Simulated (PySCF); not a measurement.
PySCF input:

```python
from pyscf import gto, scf, dft

mol = gto.M(
    atom='''
    Pb   -0.00000000   -0.00000000   -0.75131942
    Br    0.00000000    0.00000000    1.76023406
    ''',
    basis='def2-tzvpd',
    ecp='def2-tzvp',
    charge=1,
    spin=0,
    verbose=4,
)

mf = dft.RKS(mol, xc='m06l').density_fit(auxbasis='def2-universal-jkfit')
mf.grids.level = 4
mf.conv_tol = 1e-9
mf.max_cycle = 100
mf.max_memory = 1500
mf.kernel()
if not mf.converged:
    mf = mf.newton()
    mf.kernel(mf.make_rdm1())
mf.analyze()
```

Q: Which total energy does the run end on?

A: -2766.85780 Eh (M06-L/def2-TZVPD).
